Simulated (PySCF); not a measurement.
# Vibration and rotation of NbH

UHF-CCSD(T) constants of NbH, ⁵Δ (quintet), unpaired electrons σ ↑, π ↑↑, δ ↑ (basis Nb def2-TZVPP with ECP28, H def2-TZVPP; scalar-relativistic core potentials; PySCF 2.14; masses 92.9064 and 1.0078 u):

```
ωe                     : 1724.5 cm⁻¹
ωexe                   : 24.6 cm⁻¹
Be                     : 5.4008 cm⁻¹
αe                     : 0.121 cm⁻¹
D (centrifugal)        : 0.000212 cm⁻¹
De to Nb (4d4 5s1) + H : 2.79 eV
```

**Question.** Give the vibrational terms G(v) and spacings up to v = 6.

**Answer.** G(v) = ωe(v+½) − ωexe(v+½)².

```tsv
v	G(v) (cm⁻¹)	G(v) − G(v−1)	Bv (cm⁻¹)
0	856		5.340
1	2531	1675	5.219
2	4158	1626	5.098
3	5734	1577	4.977
4	7262	1528	4.856
5	8741	1478	4.735
6	10170	1429	4.614
```

**Question.** How well does the Morse estimate ωe²/(4ωexe) reproduce De, and what is D0?

**Answer.** It gives 3.75 eV, 134 % of the computed De. D0 = De − G(0) = 2.79 − 0.11 = 2.68 eV.

Correlated steps freeze no core orbitals. Spin–orbit coupling is left out, which matters for elements this heavy, above all for dissociation energies. The state is the lowest single determinant that the PBE0 search found; with open d or f shells the true ground state can be another one.
